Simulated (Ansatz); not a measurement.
Compare A (`C=C(C)c1ccccc1`) with its isomer B (`c1ccc2c(c1)CCC2`).

Isolated molecules relaxed with PBE0-D4/def2-TZVP in Ansatz; ΔE leaves out vibrations. CCSD(T)/CBS adds triple-zeta CCSD(T) − MP2 to the extrapolated MP2 energy (def2 sets, frozen cores). Functionals use def2-TZVPP. B3LYP here is the variant with VWN-RPA as its local correlation; programs differ in this. Each species was taken in one conformer, which may not be the lowest.

**Question.** Which isomer does CCSD(T)/CBS put lower? Give the gap. (Estimate.)

**Answer.** Ansatz gave: B, by 62.9 kJ/mol.

**Question.** Give E(B) − E(A) in kJ/mol with LDA (SPW92), B3LYP-D4, MP2/def2-TZVPP, B2PLYP, CCSD/def2-TZVPP, BLYP-D4, PBE-D4. (Estimate.)

**Answer.** The calculation gave: LDA (SPW92) -85.7, B3LYP-D4 -52.2, MP2/def2-TZVPP -72.7, B2PLYP -56.9, CCSD/def2-TZVPP -66.8, BLYP-D4 -40.4, PBE-D4 -66.1. None reverses the order clearly.

Largest T1 diagnostic: 0.010.

From PBE to PBE0 (25 % exact exchange), in def2-TZVPP and without D4, E(B) − E(A) moves by −12.4 kJ/mol. In def2-TZVPP, CCSD(T) changes the Hartree–Fock value by −7.3 kJ/mol (the triples alone add +2.7 kJ/mol) and MP2 by −16.0 kJ/mol.
